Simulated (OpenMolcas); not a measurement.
Co2+ (d7) on a cation site of an ionic host was computed by SS-CASPT2, IPEA 0.25 Eh, imaginary shift 0.1 Eh with the d shell active (OpenMolcas, ANO-RCC-VDZP on the metal). Its lowest spin-free states, and all those of the highest spin:

| 2S+1 | Degeneracy | E (cm-1) |
| --- | --- | --- |
| 4 | 1 | 0 |
| 4 | 3 | 3110 |
| 4 | 3 | 7000 |
| 2 | 2 | 17880 |
| 2 | 3 | 18410 |
| 2 | 1 | 19330 |
| 4 | 3 | 20100 |
| 2 | 3 | 20210 |
| 2 | 3 | 23380 |
| 2 | 3 | 24310 |
| 2 | 3 | 25880 |
| 2 | 2 | 26110 |

Question: Is the site octahedral, tetrahedral or cube-like, axial, or of lower symmetry?

Answer: The states with 2S+1 = 4 have orbital degeneracies 1, 3, 3, 3. Threefold states need a cubic site. For d7 at this spin an octahedron puts the threefold T1 below the threefold T2 and a tetrahedron or cube puts the single A2 below the threefold T2, so the site is a tetrahedron or a cube, which this pattern cannot tell apart. The first gap at this spin, 3110 cm-1, is |10Dq| in ligand-field theory. The run had Co2+ with its 8 nearest fluoride ions at 2.264 Å, on the Ca site of CaF2 (a = 5.46294 Å, distance in the model lattice 2.366 Å). The rest of the host is ab initio model potentials to 7.6 Å and point charges beyond; the distance is set by hand and nothing relaxes. Ligand basis ANO-RCC-VDZP.

Roots that are degenerate in the reference are averaged as groups; the widest CASPT2 spread within a group is 350 cm-1 (the 3-fold group of multiplicity 4 near 7000 cm-1 above the lowest state of its run). Shifts and gaps below about the spread of the groups concerned are not significant. Over all roots computed the reference weight is 0.69 to 0.70; a low but even weight reflects the number of correlated electrons. A single d shell leaves out the double-shell effect, which counts most for late 3d ions, where the CASPT2 field can be off either way by tens of per cent. Ligand-to-metal charge-transfer states are missing. These CASPT2 states fit no ligand-field parameters well, so their order and spin gaps are uncertain. For late 3d ions with one d shell CASPT2 can put B and the spin-flip bands somewhat low as well as high. With one d shell and no ligand orbital active, 10Dq can be off by tens of per cent for divalent 3d ions, low with halides held by bare charges and at times high in hosts, and the orbital part of g and χT goes as 1/10Dq. Free-ion shares, where given, are those of the reference states; single-state CASPT2 does not remix them. No measured value stands beside these numbers; the geometry was set by hand and not optimised.
